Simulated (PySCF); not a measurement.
AlBr₂F. Atoms are numbered in the order given.

```xyz
4

Al     0.0000     0.0000    -0.6574
F      0.0000     0.0000    -2.3129
Br     0.0000     1.9555     0.4195
Br     0.0000    -1.9555     0.4195
```

Geometry optimised at B3LYP-D3(BJ)/def2-SVP. The structure was generated by enumeration; whether it is a known compound was not checked.

The numbers are results of PySCF with C-PCM-PBE0/def2-SVP, not measurements.

The values are the electrostatic part of the solvation free energy, E(continuum) − E(gas) at the gas-phase geometry, in a cavity of scaled van der Waals radii (PySCF's table); cavitation and dispersion terms are not included. A continuum can't describe solvent molecules that bind to the metal. In vacuum the orbital gap is 7.40 eV. The dipole moment in vacuum is 0.66 D.

```tsv
solvent	ε	ΔG(elec) (kcal/mol)	dipole (D)	gap (eV)
water	78.36	-6.1	0.55	7.68
dichloromethane	8.93	-5.5	0.56	7.65
n-hexane	1.88	-2.8	0.61	7.53
```
